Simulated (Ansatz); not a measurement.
`[Cl][Al]([Br])[Br]` + HCl → `[Cl][Al]([Cl])[Br]` + HBr at 298.15 K and 1 bar (ligand exchange at the Al–Br bond).

Calculated with Ansatz (gas phase, PBE0-D4/def2-TZVP geometries, no zero-point term in ΔE). CBS: MP2 limit from def2 TZ/QZ plus the TZ coupled-cluster correction, frozen cores. This one scheme is used for every species. For Br outer-core shells are correlated without core-valence functions, which leaves a few kJ/mol of doubt a bond. Scalar relativity is left out up to krypton.

```json
{"species": "`[Cl][Al]([Br])[Br]`", "CCSD(T)/CBS energy (Eh)": "-5848.64059", "H − E (kJ/mol)": "28.1", "S (J/(mol·K))": "346.1"}
{"species": "HCl", "CCSD(T)/CBS energy (Eh)": "-460.38127", "H − E (kJ/mol)": "26.6", "S (J/(mol·K))": "186.8"}
{"species": "`[Cl][Al]([Cl])[Br]`", "CCSD(T)/CBS energy (Eh)": "-3735.10209", "H − E (kJ/mol)": "28.6", "S (J/(mol·K))": "334.5"}
{"species": "HBr", "CCSD(T)/CBS energy (Eh)": "-2573.91920", "H − E (kJ/mol)": "24.6", "S (J/(mol·K))": "198.6"}
```

H − E and S are ideal-gas, rigid-rotor, harmonic terms from PBE0-D4/def2-TZVP. 1 Eh = 2625.50 kJ/mol, R = 8.31446 J/(mol·K).

Question: By hand: ΔE, ΔH, ΔS and ΔG.

Answer: ΔE = (-3735.10209) + (-2573.91920) − (-5848.64059) − (-460.38127) = 0.00057 Eh = 1.5 kJ/mol. Δ(H − E) = 28.6 + 24.6 − 28.1 − 26.6 = -1.5, so ΔH = 0.0 kJ/mol. ΔS = 334.5 + 198.6 − 346.1 − 186.8 = 0.2 J/(mol·K). ΔG = 0.0 − 298.15 × (0.2)/1000 = -0.1 kJ/mol.

Question: By hand: the equilibrium constant, and the temperature at which ΔG would vanish if ΔH and ΔS stayed fixed.

Answer: log₁₀ K = −ΔG/(RT ln 10) = 0.0. With ΔH or ΔS at zero there is no such temperature.

TΔS isn't small against ΔH here. The sign of ΔG lies within the doubt. A doubt of 5 kJ/mol in ΔE shifts log₁₀ K by 0.9 here. These are equilibria of isolated gas molecules and say nothing of rates. Largest T1 diagnostic: 0.007 (customary marks: 0.02 for closed shells, 0.045 for open ones).

ΔS is within the doubt of such terms, so its sign, and with it that verdict, could turn.
